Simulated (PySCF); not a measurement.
**Polarisability and C₆ of Os⁻ (osmium, charge -1)**

[Xe] 4f14 5d7 6s2, high-spin 4F determinant. Calculation: PySCF 2.14, in def2-TZVPPD with the def2 core potential (60 electrons); a scalar-relativistic core potential. Coupled (time-dependent) response in atomic units; α is the mean over directions.

```tsv
method	mean α (bohr³)	C₆ (like pair)	S(−4)
LC-wPBE	133.8	1606	24160
```

S(−4) is the Cauchy moment in α(ω) = α(0) + S(−4) ω² + …

Spin-orbit coupling is absent.

α(iu) at LC-wPBE:

```json
{"u (hartree)": "0", "α(iu) (bohr³)": "133.8"}
{"u (hartree)": "0.0500", "α(iu) (bohr³)": "103.0"}
{"u (hartree)": "0.100", "α(iu) (bohr³)": "72.63"}
{"u (hartree)": "0.200", "α(iu) (bohr³)": "40.18"}
{"u (hartree)": "0.300", "α(iu) (bohr³)": "25.95"}
{"u (hartree)": "0.500", "α(iu) (bohr³)": "14.76"}
{"u (hartree)": "0.750", "α(iu) (bohr³)": "9.629"}
{"u (hartree)": "1.00", "α(iu) (bohr³)": "7.078"}
{"u (hartree)": "1.50", "α(iu) (bohr³)": "4.367"}
{"u (hartree)": "2.00", "α(iu) (bohr³)": "2.946"}
{"u (hartree)": "3.00", "α(iu) (bohr³)": "1.575"}
{"u (hartree)": "5.00", "α(iu) (bohr³)": "0.6505"}
```

A single London oscillator, α(iu) = α/(1 + u²/ω²), gives C₆ = (3/4) ω α². Matching the computed C₆ needs ω = 4 × 1606 / (3 × 133.8²) = 0.120 hartree.

For an ion, C₆ is the dispersion term alone; charge-induced terms of lower order in 1/R come first.

Energies and moments cover only the electrons outside the core potential. Spin-orbit coupling, absent here, splits the open shell strongly.
